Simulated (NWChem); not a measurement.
System: C$_{3}$H$_{5}$NO; SMILES C/N=C\C=O

```xyz
10

C      0.6111    -1.8920     0.0000
N     -0.6889    -1.2190     0.0000
C     -0.7720     0.0525     0.0000
C      0.3412     1.0561     0.0000
O      0.1183     2.2499     0.0000
H      1.2045    -1.6430    -0.8890
H      1.2045    -1.6430     0.8890
H      0.4422    -2.9717     0.0000
H     -1.7678     0.5061     0.0000
H      1.3794     0.6673     0.0000
```
Atoms are numbered in this order, from 1.

This is a stationary point of B3LYP/6-31G* (spherical d) (NWChem), point group Cs. B3LYP is NWChem's, with the RPA form of VWN correlation.

### Question
Is it a minimum? If not, what does it relax to?

### Answer
No. It has an imaginary frequency of 138i cm⁻¹. Following that mode (on a finer grid) lowers the energy by 1.0 kcal/mol and ends, with real frequencies alone, at point group Cs:
```xyz
10

C      0.6353    -1.8976    -0.0815
N     -0.6247    -1.1901    -0.2240
C     -0.7258     0.0750    -0.1050
C      0.3291     1.0989     0.1887
O      0.0447     2.2778     0.2665
H      0.8102    -2.4576    -1.0078
H      1.5251    -1.2949     0.1379
H      0.5115    -2.6432     0.7128
H     -1.7174     0.5213    -0.2290
H      1.3718     0.7575     0.3330
```
